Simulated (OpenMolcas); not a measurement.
Cr3+ among 6 point charges of -1.5 e arranged as an octahedron (Oh), 1.66 Å from the ion.
```
   1.6600    0.0000    0.0000  -1.50
   0.0000    1.6600    0.0000  -1.50
  -1.6600    0.0000    0.0000  -1.50
   0.0000   -1.6600    0.0000  -1.50
   0.0000    0.0000    1.6600  -1.50
   0.0000    0.0000   -1.6600  -1.50
```

| Item | Value |
| --- | --- |
| Program | OpenMolcas |
| Method | CASSCF |
| Basis | ANO-RCC-VDZP [5s4p2d1f] |
| Scalar Hamiltonian | DKH2, point nucleus |
| Active space | 3 electrons in 5 orbitals (3d) |
| State averaging | 2S+1 = 4 even, 10 roots; 2S+1 = 2 even, 40 roots |
| Spin-orbit coupling | RASSI with atomic mean-field integrals over the reference wave functions |

Q: What is the spin-free ground state (labels of O, the rotations of Oh)?

A: 4A2, 1-fold in its orbital part, 100 % from free-ion F terms; it has the highest spin that d3 allows.

Q: Where is the first state of the same spin?

A: 4T2 at 8460 cm-1 above the ground state.

Q: What are the lowest two levels with spin-orbit coupling?

A: A 4-fold level Γ8, then a 2-fold level Γ7 8361 cm-1 above it. Their leading multiplicities are 4 (100 %) and 4 (100 %).

Q: What is χT at 300 K, and how does it compare with the textbook value?

A: The lowest level has 2S+1 = 4, for which the spin-only value is χT = S(S+1) / 2 = 1.875 cm3 K/mol (g = 2). The computed 1.780 at 300 K differs by -0.095, through orbital momentum, spin-orbit coupling and any other state in reach.

Without dynamic correlation the repulsion within the d shell is too large (B by tens of per cent), so at a given field states of lower spin stand too high. This is an electrostatic model: the charges have no orbitals. No measured value stands beside these numbers.
